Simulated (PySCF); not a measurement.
C3H16Si4.
Atom-mapped SMILES: `[SiH3:1][CH2:2][SiH2:3][CH2:4][SiH2:5][CH2:6][SiH3:7]` (hydrogens: H8, H9, H10 on Si1; H11, H12 on C2; H13, H14 on Si3; H15, H16 on C4; H17, H18 on Si5; H19, H20 on C6; H21, H22, H23 on Si7)

Structure used (PBE0-D3(BJ)/def2-SVP), in Å, numbered top down from 1:
```xyz
23
C3H16Si4 angstrom
Si    -4.240    0.275   -0.157
C     -2.915    1.295    0.705
Si    -1.257    0.431    0.934
C     -0.522   -0.119   -0.708
Si     1.148   -0.980   -0.600
C      2.476    0.159    0.095
Si     4.203   -0.583    0.173
H     -5.547    1.002   -0.192
H     -3.837   -0.026   -1.566
H     -4.440   -1.024    0.557
H     -3.293    1.587    1.701
H     -2.759    2.229    0.138
H     -1.443   -0.765    1.816
H     -0.306    1.359    1.627
H     -0.424    0.760   -1.370
H     -1.232   -0.807   -1.200
H      1.567   -1.446   -1.961
H      1.027   -2.189    0.276
H      2.183    0.474    1.111
H      2.516    1.073   -0.523
H      5.183    0.396    0.739
H      4.665   -0.973   -1.195
H      4.207   -1.805    1.036
```

Computed with PySCF at PBE0/pcSseg-1, non-relativistic, on one gas-phase PBE0-D3(BJ)/def2-SVP geometry that isn't relaxed in the solvent. The solvent is an IEF-PCM continuum (Bondi radii, 1.10 Å for H, scaled by 1.2). The model holds no explicit solvent molecules, cavitation or dispersion.

Gas phase at PBE0/pcSseg-1: HOMO -8.45 eV, LUMO 0.45 eV, dipole 1.67 D.

Q: What does the continuum do to the energy, the frontier levels and the dipole at PBE0/pcSseg-1 in methanol and water?

A: 
```json
{"solvent": "methanol", "ε": "32.61", "E(solvent) − E(gas) (kJ/mol)": "-8.14", "polarisation term (kJ/mol)": "-9.50", "distortion of the solute (kJ/mol)": "1.36", "HOMO (eV)": "-8.23", "LUMO (eV)": "0.64", "dipole (D)": "2.30"}
{"solvent": "water", "ε": "78.36", "E(solvent) − E(gas) (kJ/mol)": "-8.42", "polarisation term (kJ/mol)": "-9.88", "distortion of the solute (kJ/mol)": "1.46", "HOMO (eV)": "-8.22", "LUMO (eV)": "0.64", "dipole (D)": "2.33"}
```

Polarisation term: ½ Σ q·V over the induced surface charges. Distortion: the rise of the solute's own energy as its density leaves the gas-phase optimum. From methanol to water the lowering changes by a factor 1.03, Onsager's factor (ε − 1)/(2ε + 1) by 1.03 and ε itself by 2.4.

Q: Which radius a makes the point-dipole formula ΔE = −[(ε − 1)/(2ε + 1)]·μ²/a³ give the value in water, with the gas-phase dipole?

A: μ = 0.656 au and |ΔE| = 0.00321 Eh give a = 2.14 Å; the farthest nucleus lies 5.51 Å from the centroid of the nuclei, so such a sphere wouldn't even hold the nuclei. The formula assumes a rigid point dipole at the centre of a sphere.

Q: Give the dipole vector in the frame of the coordinates (D, pointing from negative to positive charge), gas and water.

A: Gas (-0.69, 1.51, -0.14), solvent (-0.87, 2.15, -0.24). Its length changes by +40 % and its direction by 3°.

Q: Which Hirshfeld charges (PBE0/pcSseg-1) respond most in methanol (means over atoms taken as equivalent)?

A: 
```json
{"atoms": "H11/H12/H19/H20", "environment": "methylene hydrogen", "gas (e)": "+0.045", "solvent (e)": "+0.051", "change": "+0.006"}
{"atoms": "H13/H14/H17/H18", "environment": "Si–H hydrogen", "gas (e)": "-0.084", "solvent (e)": "-0.089", "change": "-0.005"}
{"atoms": "H15/H16", "environment": "methylene hydrogen", "gas (e)": "+0.044", "solvent (e)": "+0.049", "change": "+0.005"}
{"atoms": "H8 (×6)", "environment": "Si–H hydrogen", "gas (e)": "-0.079", "solvent (e)": "-0.083", "change": "-0.004"}
{"atoms": "C2/C6", "environment": "sp3 carbon bound to silicon", "gas (e)": "-0.246", "solvent (e)": "-0.244", "change": "+0.002"}
{"atoms": "C4", "environment": "sp3 carbon bound to silicon", "gas (e)": "-0.248", "solvent (e)": "-0.247", "change": "+0.001"}
```

Q: Which Mayer bond orders change most in methanol?

A: 
```
   bond  length (Å)    gas  solvent  change
 C4–Si5       1.883  0.921    0.933  +0.012
 C6–Si7       1.881  0.927    0.938  +0.011
 Si1–C2       1.881  0.922    0.932  +0.010
 C2–Si3       1.884  0.918    0.926  +0.008
Si3–H13       1.498  0.961    0.954  -0.007
Si5–H18       1.498  0.963    0.956  -0.007
 C2–H11       1.104  0.933    0.927  -0.006
Si5–H17       1.498  0.954    0.948  -0.006
```
